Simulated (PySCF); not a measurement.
## Trend along the alkali metals: MH molecules

PBE with double-zeta basis sets in PySCF, for the lowest determinant that a PBE0 search found; no spin–orbit coupling. De refers to high-spin ground-configuration atoms. A positive dipole means M(−)H(+).

| M | basis | state (unpaired electrons) | Re (Å) | ωe (cm⁻¹) | De (eV) | μ (D) |
| --- | --- | --- | --- | --- | --- | --- |
| Li | aug-cc-pVDZ | singlet (closed shell) | 1.617 | 1348 | 2.26 | -5.65 |
| Na | def2-SVP | singlet (closed shell) | 1.898 | 1129 | 1.83 | -5.75 |
| K | def2-SVP | singlet (closed shell) | 2.281 | 948 | 1.67 | -7.16 |
| Rb | def2-SVP | singlet (closed shell) | 2.426 | 899 | 1.62 | -7.41 |
| Cs | def2-SVP | singlet (closed shell) | 2.582 | 843 | 1.65 | -7.36 |

**Question.** By what factor does the well depth vary along the series?

**Answer.** At PBE it runs from 1.62 eV (RbH) to 2.26 eV (LiH), a factor of 1.40.

The rows differ in basis set, which adds steps of its own.

Down a group the atoms grow and get heavier, so bonds lengthen and wavenumbers fall; this series shows no clear exception.

Spin–orbit coupling is left out.
